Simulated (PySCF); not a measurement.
**A search over the determinants of SiRh**

Unrestricted PBE0; Si def2-TZVPP, Rh def2-TZVPP with ECP28; scalar-relativistic core potentials (PySCF 2.14). Outer shells of the fragments: Si 3s2 3p2; Rh 4d8 5s1.

Followed along the bond (rough minima from three points):

```csv
2Ms+1,unpaired,⟨S²⟩ at the start,R at minimum (Å),Te (eV)
2,σ ↑,0.87,2.03,0.00
2,δ ↑,0.91,2.10,0.33
4,"σ ↑, π ↑, δ ↑",3.76,2.15,0.66
2,"σ ↑, π ↓, δ ↑",1.78,2.17,0.85
2,π ↑,1.01,2.07,0.98
4,"σ ↑, π ↑↑",3.76,2.26,1.62
```

Solutions found at the starting distance of 2.290 Å, counted from the lowest of them; the search is not exhaustive and high or unbound solutions are not listed, so other states can lie among these:

```csv
2Ms+1,unpaired,term,E (eV),⟨S²⟩,⟨Lz²⟩,μ (D)
2,σ ↑,²Σ⁺,0.00,0.87,0.00,0.67
2,δ ↑,²Δ,0.01,0.91,4.01,0.40
4,"σ ↑, π ↑, δ ↑",mixed,0.19,3.76,5.02,1.71
2,"σ ↑, π ↓, δ ↑",mixed,0.34,1.78,5.02,1.86
2,π ↑,²Π,0.68,1.01,1.06,2.08
4,"σ ↑, π ↑↑",mixed,1.01,3.76,2.04,1.62
4,"σ ↑↑, π ↑",⁴Π,1.42,3.76,1.10,1.02
4,"π ↑↑, δ ↑",⁴Δ,1.44,3.91,4.01,3.40
4,"π ↑↑, δ ↑",mixed,1.52,3.77,6.02,1.65
4,"π ↑, δ ↑↑",⁴Π,1.57,3.77,1.05,1.53
```

A term symbol is given only where ⟨S²⟩ and ⟨Lz²⟩ are close to those of a pure state; real π, δ and φ orbitals otherwise mix terms. A positive dipole means Si(−)Rh(+).

Compare the gap between the two lowest followed solutions at the starting distance with the gap between their minima.

At PBE0 the second solution (doublet, unpaired electrons δ ↑) lies +0.01 eV from the first (doublet, unpaired electrons σ ↑) at 2.290 Å and +0.33 eV at the minima; the two curves relax by different amounts, since their minima lie near 2.10 and 2.03 Å.

Spin–orbit coupling is left out. With d or f electrons several states lie close, and the lowest PBE0 determinant need not be the measured ground state.
